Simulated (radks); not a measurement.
Charge is removed step by step from the 3p level of Fe3+, starting from [Ar] 3d5. Calculated with a radial shooting solver on a logarithmic mesh with Libxc functionals: scalar-relativistic Kohn-Sham, PBE, spin-unpolarised, spherical densities, point nucleus.

removed (e)  E - E(0) (eV)  eigenvalue (eV)  E minus straight line (eV)
0                    0.000          -96.961                       0.000
0.125               12.281          -99.590                      -1.182
0.25                24.893          -102.25                      -2.034
0.375               37.840          -104.94                      -2.551
0.5                 51.124          -107.66                      -2.731
0.625               64.749          -110.40                      -2.569
0.75                78.720          -113.18                      -2.062
0.875               93.039          -115.97                      -1.207
1                   107.71          -118.80                       0.000

Removing the whole electron costs 107.71 eV by Delta-SCF, against 96.961 eV from minus the eigenvalue at the starting occupation. Slater's transition state (half an electron removed) gives 107.66 eV. Integrating minus the eigenvalue over the occupation (Janak's theorem) gives 107.73 eV. In this scalar-relativistic scheme the density is built from large components alone, so the theorem holds only approximately. The mean slope of the eigenvalue, de/dn, is 21.8 eV per electron.
